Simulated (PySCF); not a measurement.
## The second ionisation energy along group 8

Calculated with PySCF 2.14 from differences of total energies of unrestricted determinants, without spin-orbit coupling. Values in eV. The last column holds reference values (NIST; (s) semi-empirical, (t) theoretical, else measured). Unmarked ones compare directly (S terms, centres of terms, or small fine structure); those marked * lie between the lowest fine-structure levels and include a spin-orbit shift.

| element | configurations | MP2 (valence) | SCS-MP2 (valence) | CCSD (valence) | PBE | PBE0 | MP2 (valence and next inner shell) | reference |
| --- | --- | --- | --- | --- | --- | --- | --- | --- |
| Fe (def2-QZVPPD, non-relativistic) | [Ar] 3d6 4s1 → [Ar] 3d6 | 15.700 | 15.449 | 15.720 | 16.627 | 16.295 | 15.975 | 16.199 * |
| Ru (def2-QZVPPD with the def2 core potential (28 electrons), ECP) | [Kr] 4d7 → [Kr] 4d6 | 16.424 | 16.601 | 16.334 | 17.017 | 16.773 | 16.426 | 16.76 ± 0.06 (s) * |
| Os (def2-QZVPPD with the def2 core potential (60 electrons), ECP) | [Xe] 4f14 5d6 6s1 → [Xe] 4f14 5d6 | 16.829 | 16.471 | 16.764 | 17.539 | 17.276 | 17.202 | 17 ± 1 (s) * |

"Valence" correlates the outer s and p shells and, in groups 3 to 12 and the f block, the outer d or f shell, open or full, or the next shell where the ion has no valence electron left; the wider scheme adds the next inner shell.
